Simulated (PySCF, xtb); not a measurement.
Zr(Cl)3(OH) (Cl3HOZr), SMILES [OH][Zr]([Cl])([Cl])[Cl], multiplicity 1. The values are those of a single conformer.

Harmonic wavenumbers (cm⁻¹) from GFN2-xTB run with xtb 6.7.1 at its own minimum, in rising order: 66, 67, 99, 99, 105, 281, 282, 353, 390, 391, 646, 3627.

**Question.** What does PySCF 2.14.0 with PBE-D3(BJ)/def2-SVP give at its own minimum? (The exact figures need the calculation; the answer reports its results.)

**Answer.** 94, 94, 106, 140, 140, 286, 286, 369, 411, 411, 750, 3849. Paired by order, the mean absolute difference is 44 cm⁻¹ and the zero-point energies are 9.2 and 9.9 kcal/mol.
